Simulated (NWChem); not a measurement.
System: boron oxyfluoride (BOF); SMILES O=BF

Input file for NWChem:

```
start job
memory heap 200 mb stack 700 mb global 900 mb
geometry units angstroms noautosym nocenter noautoz
  F      0.000000     0.000000    -1.208022
  B      0.000000     0.000000     0.086221
  O      0.000000     0.000000     1.305167
end
basis spherical
  * library def2-svpd
end
dft
  xc b3lyp
  iterations 150
end
property
  response 1 0.0773
end
task dft property
```

Coordinates come from a PBE-D3(BJ)/def2-SVP optimisation.

Field at 589 nm.

Question: Predict the main results of this run. (B3LYP/def2-SVPD.) Quantities: isotropic polarisability (bohr³); anisotropy (bohr³).

Answer: isotropic polarisability (bohr³): 17.3
anisotropy (bohr³): 8.1
